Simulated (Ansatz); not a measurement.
Ansatz (a program for electronic structure) input:

Ansatz 0.2 input:
```yaml
crystal:
  periodic: [false, false, false]
  atoms:
    - {symbol: Sn, position_ang: [-0.03075112, 0.00813358, 0.01617846]}
    - {symbol: H, position_ang: [-0.52910666, 1.41107011, -1.20943496]}
    - {symbol: H, position_ang: [0.32364120, -1.15571194, -1.27742072]}
    - {symbol: H, position_ang: [0.13402966, -1.30657346, 1.41728878]}
    - {symbol: H, position_ang: [1.60899190, 0.64453646, 0.26064385]}
basis:
  gaussian:
    orbitals: STO-3G
total_charge: -1
magnetization: {spin_polarized: true, initial_magnetization: 1}
correlation: {method: ccsd_t, electrons: outside_noble_gas}
```

Predict the final energy.

-5965.38387 Eh (CCSD(T)/STO-3G). The basis has 31 functions.
